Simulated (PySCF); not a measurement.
B3LYP has the VWN-RPA correlation part, as in Gaussian. Excitations are Tamm–Dancoff values on a coarser integration grid. The basis has no diffuse functions, so Rydberg states are missing or too high.

C3H10OSi, SMILES `CC(C)[SiH2]O` (C–C–Si–O torsion 57°, C–Si–O–H torsion -78°) (charge 0, multiplicity 1)

Computed with PySCF with B3LYP-D3(BJ)/def2-TZVP // PBE0-D4/def2-TZVP.

| Quantity | Value |
|---|---|
| HOMO | -7.59 eV |
| dipole moment | 1.56 D |
| HOMO–LUMO gap | 7.71 eV |
| LUMO | 0.12 eV |
| S1 excitation (TDA) | 6.65 eV |
| S1 oscillator strength | 0.002 |
| T1 excitation (TDA) | 6.40 eV |
| S1–T1 gap (TDA) | 0.25 eV |
| total energy | -13204.08 eV |
| cost | around 90 core-seconds (rough) |

```xyz
15

C     -0.1700     1.4713    -0.0398
C     -0.4157     0.0193     0.3592
C     -1.5407    -0.6062    -0.4616
Si     1.1437    -1.0108     0.1992
O      2.4023    -0.4228     1.0943
H      0.1443     1.5460    -1.0862
H     -1.0802     2.0700     0.0677
H      0.6025     1.9393     0.5764
H     -0.6983    -0.0082     1.4198
H     -2.4708    -0.0405    -0.3482
H     -1.2946    -0.6143    -1.5282
H     -1.7440    -1.6378    -0.1617
H      1.5202    -1.0599    -1.2466
H      0.9047    -2.3880     0.7010
H      2.8819     0.3276     0.7433
```
Charge 0, spin multiplicity 1.
